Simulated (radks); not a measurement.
Problem. The table gives one normalised radial function P(r) = r R(r) of Cd44+ in [He] 2s2 (r in bohr). Method: scalar-relativistic Kohn-Sham, LDA (Slater exchange, Perdew-Wang correlation), spin-unpolarised, spherical densities, finite nucleus; Fermi nuclear charge, rms radius 4.6087 fm; computed with a radial shooting solver on a logarithmic mesh with Libxc functionals.

r,P
0.001535,1.1220
0.001845,1.3134
0.002236,1.5431
0.002709,1.8057
0.003283,2.1029
0.003946,2.4204
0.004781,2.7837
0.005793,3.1746
0.007019,3.5835
0.008505,3.9953
0.01022,4.3726
0.01239,4.7201
0.01501,4.9856
0.01819,5.1290
0.02186,5.1156
0.02649,4.9136
0.03209,4.5061
0.03889,3.9075
0.04712,3.1665
0.05664,2.3976
0.06862,1.6285
0.08315,0.9821
0.1007,0.5128
0.1211,0.2337
0.1467,0.0838
0.1778,0.0233
0.2154,0.0048
0.261,0.0007
0.3138,0.0001
0.3802,0.0000

Which n and l does it have? It may be an empty orbital.

Solution. n = 1, l = 0: the number of nodes gives n - l - 1 = 0, the rise at small r (about r^(l+1), flatter next to the nucleus through relativity) gives l, and the extent must fit the shell. The curve is that of 1s. 1s: eigenvalue -30623 eV, 0 radial nodes, <r> = 0.0303 bohr, 90 % of the charge inside 0.0543 bohr.
